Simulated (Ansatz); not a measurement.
C2H9AlFP (`[CH3][Al-]([CH3])([F])[PH3+]`). Charge 0, multiplicity 1. All single points use the PBE0-D4/def2-TZVP geometry. It is one conformer, not always the lowest.

```xyz
14

C    -0.435    0.155   -1.979
Al    0.536    0.477   -0.309
C    -0.100    1.739    1.047
F     2.195    0.219   -0.358
P     0.148   -1.779    0.915
H    -0.353    1.022   -2.644
H    -0.047   -0.706   -2.532
H    -1.505   -0.009   -1.810
H     0.454    1.661    1.987
H    -1.163    1.604    1.271
H     0.017    2.771    0.695
H     0.801   -1.970    2.149
H     0.587   -2.955    0.272
H    -1.134   -2.228    1.296
```

**Question.** What is the dipole moment at B3LYP/def2-TZVPP? (Estimate.)

**Answer.** Ansatz gave: 4.09 D, with components (-2.07, -3.03, 1.81) D in this frame, pointing from negative to positive charge.

**Question.** And with PBE, r2SCAN, ωB97M-V? (An estimate is asked.)

**Answer.** Computed: PBE 4.01 D, r2SCAN 4.14 D, ωB97M-V 4.06 D.

**Question.** Give the Mulliken charges with B3LYP, ωB97M-V, PBE in def2-TZVPP. (An estimate is asked.)

**Answer.** Computed: 
```json
{"atom": "C1", "B3LYP": "-0.48", "ωB97M-V": "-0.57", "PBE": "-0.47"}
{"atom": "Al2", "B3LYP": "0.68", "ωB97M-V": "0.66", "PBE": "0.58"}
{"atom": "C3", "B3LYP": "-0.48", "ωB97M-V": "-0.57", "PBE": "-0.47"}
{"atom": "F4", "B3LYP": "-0.40", "ωB97M-V": "-0.38", "PBE": "-0.35"}
{"atom": "P5", "B3LYP": "0.00", "ωB97M-V": "-0.07", "PBE": "-0.02"}
{"atom": "H6", "B3LYP": "0.09", "ωB97M-V": "0.11", "PBE": "0.09"}
{"atom": "H7", "B3LYP": "0.08", "ωB97M-V": "0.10", "PBE": "0.08"}
{"atom": "H8", "B3LYP": "0.08", "ωB97M-V": "0.10", "PBE": "0.08"}
{"atom": "H9", "B3LYP": "0.08", "ωB97M-V": "0.10", "PBE": "0.08"}
{"atom": "H10", "B3LYP": "0.08", "ωB97M-V": "0.10", "PBE": "0.08"}
{"atom": "H11", "B3LYP": "0.09", "ωB97M-V": "0.11", "PBE": "0.09"}
{"atom": "H12", "B3LYP": "0.07", "ωB97M-V": "0.10", "PBE": "0.08"}
{"atom": "H13", "B3LYP": "0.07", "ωB97M-V": "0.10", "PBE": "0.08"}
{"atom": "H14", "B3LYP": "0.06", "ωB97M-V": "0.09", "PBE": "0.07"}
```

B3LYP here is the variant with VWN-RPA as its local correlation; programs differ in this.
